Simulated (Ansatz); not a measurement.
`C=C[CH2][In]([F])[Cl]` + `O[SiH3]` → `[F][In]([Cl])[O][SiH3]` + `C=CC` at 700 K and 1 bar (ligand exchange at the In–C bond).

Program: Ansatz. Geometries: PBE0-D4/def2-TZVP. ΔE: electronic, gas phase. CCSD(T)/CBS adds triple-zeta CCSD(T) − MP2 to the extrapolated MP2 energy (def2 sets, frozen cores). Elements past krypton have def2 core potentials. For In outer-core shells are correlated without core-valence functions, which leaves a few kJ/mol of doubt a bond. Each species was taken in one conformer, which may not be the lowest.

```
                 species  CCSD(T)/CBS energy (Eh)  H − E (kJ/mol)  S (J/(mol·K))
 `C=C[CH2][In]([F])[Cl]`               -866.61551           277.8          538.2
               `O[SiH3]`               -366.69042           144.6          321.6
`[F][In]([Cl])[O][SiH3]`              -1115.57293           162.2          523.2
                  `C=CC`               -117.74610           260.0          340.6
```

H − E and S are ideal-gas, rigid-rotor, harmonic terms from PBE0-D4/def2-TZVP, for one conformer and one mirror image of each species. 1 Eh = 2625.50 kJ/mol, R = 8.31446 J/(mol·K).

By hand: ΔE, ΔH, ΔS and ΔG.

ΔE = (-1115.57293) + (-117.74610) − (-866.61551) − (-366.69042) = -0.01310 Eh = -34.4 kJ/mol. Δ(H − E) = 162.2 + 260.0 − 277.8 − 144.6 = -0.2, so ΔH = -34.6 kJ/mol. ΔS = 523.2 + 340.6 − 538.2 − 321.6 = 4.0 J/(mol·K). ΔG = -34.6 − 700 × (4.0)/1000 = -37.4 kJ/mol.

By hand: the equilibrium constant, and the temperature at which ΔG would vanish if ΔH and ΔS stayed fixed.

log₁₀ K = −ΔG/(RT ln 10) = 2.8. ΔH and −TΔS have one sign here, so there is no such temperature. One of them is within its doubt of zero, so this could turn.

The number of gas molecules stays the same, so ΔS is small and ΔH decides. A doubt of 5 kJ/mol in ΔE shifts log₁₀ K by 0.4 here. Other conformers and mirror images would add mixing entropy, several J/(mol·K) or more a flexible species. Modes under 60 cm⁻¹, often nearly free rotors, make the harmonic entropy too high. These are equilibria of isolated gas molecules and say nothing of rates. Largest T1 diagnostic: 0.015 (customary marks: 0.02 for closed shells, 0.045 for open ones).
